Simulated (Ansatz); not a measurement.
`C=C[SiH](C)O` + `N[C](F)(F)[GeH3]` → `C=C[Si](C)(O)F` + `N[CH](F)[GeH3]`  (redistribution)

Computed with Ansatz on PBE0-D4/def2-TZVP structures; ΔE is electronic, products minus reactants. CBS: MP2 limit from def2 TZ/QZ plus the TZ coupled-cluster correction, frozen cores. DFT in def2-TZVPP. B3LYP here is the variant with VWN-RPA as its local correlation; programs differ in this. For Ge outer-core shells are correlated without core-valence functions, which leaves a few kJ/mol of doubt a bond. Scalar relativity is left out up to krypton. One conformer a species, not always the lowest.

```tsv
level	ΔE (kJ/mol)
PBE0-D4	-212.1
r2SCAN	-213.6
PBE0	-211.7
B3LYP	-218.5
SCS-MP2/def2-TZVPP	-226.5
CCSD/def2-TZVPP	-223.2
MP2/def2-QZVPP	-232.9
SCS-MP2/def2-QZVPP	-230.0
```

Task: What does CCSD(T)/CBS give? (Best estimate.)

Result: Computed: -225.7 kJ/mol. The listed levels differ from it by 13.6, 12.1, 14.0, 7.2, -0.8, 2.5, -7.2, -4.3 kJ/mol.

Largest T1 diagnostic among the species: 0.012.

From PBE to PBE0 (25 % exact exchange), in def2-TZVPP and without D4, ΔE moves by −6.2 kJ/mol.
